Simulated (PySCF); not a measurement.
Structure problem from calculated spectra and properties.

Formula: C5H4F2S.

| Quantity | Value |
| --- | --- |
| Rotational structure | rotational constants A, B, C: 4.086, 1.114, 0.904 GHz [PBE0-D3(BJ)/def2-SVP] |
| 1H NMR | chemical shifts (computed TMS as zero) by class: 7.41 (1 H), 7.24 (1 H), 7.23 (1 H), 6.72 (1 H) ppm [GIAO PBE0/pcSseg-1] |
| UV, strongest line | among the 10 lowest singlet transitions: S7 at 7.40 eV (168 nm, f = 0.264) [TDDFT CAM-B3LYP/def2-SVPD] |
| 13C NMR | chemical shifts (computed TMS as zero) by class: 142.9 (1 C), 135.2 (1 C), 131.7 (1 C), 129.7 (1 C), 115.6 (1 C) ppm [GIAO PBE0/pcSseg-1] |
| Polarisability | 75.3 au [CAM-B3LYP/def2-SVPD] |
| NMR, other nuclei | isotropic shieldings of nuclei other than C and H, by class: 310 (2 F), 274 (1 S) ppm [GIAO PBE0/pcSseg-1] |

The electronic properties come from PySCF, for the isolated species, density fitting. Levels stand in brackets. One conformer (not necessarily the lowest) at the PBE0-D3(BJ)/def2-SVP geometry, without solvent, vibrations or thermal averaging. NMR values are class means; diastereotopic atoms form classes of their own.

Question: What is the compound? Reason from the data.

Answer: Numbering: `[F:1][CH:2]([F:3])[c:4]1[cH:5][cH:6][s:7][cH:8]1`. Its formula, C5H4F2S, gives 3 degrees of unsaturation: 1 ring and 2 π bonds in the structure found (Kekulé form). 5 carbons fall into 5 classes; from least to most shielded: substituted aromatic carbon [C4] (142.9 ppm), aromatic CH next to a ring sulfur [C6] (135.2 ppm), aromatic CH next to a ring sulfur [C8] (131.7 ppm), aromatic CH carbon [C5] (129.7 ppm), CHF2 carbon [C2] (115.6 ppm). Hydrogen classes from least to most shielded: 1 H on an aromatic CH next to a ring sulfur, C8 (7.41 ppm), 1 H on an aromatic CH next to a ring sulfur, C6 (7.24 ppm), 1 H on an aromatic CH carbon, C5 (7.23 ppm), 1 H on a CHF2 carbon, C2 (6.72 ppm). The other shieldings belong to: 310 ppm, fluorine of a CF2 group [F1/F3]; 274 ppm, thiophene-type sulfur [S7]. The optimised geometry has point group C1 and is an asymmetric top. Structure: `FC(F)c1ccsc1`. The assignments are read from this structure; whether some other isomer fits the data as well wasn't checked.

Conformer computed: `[F:1][CH:2]([F:3])[c:4]1[cH:5][cH:6][s:7][cH:8]1`: F1–C2–C4–C5 49°.
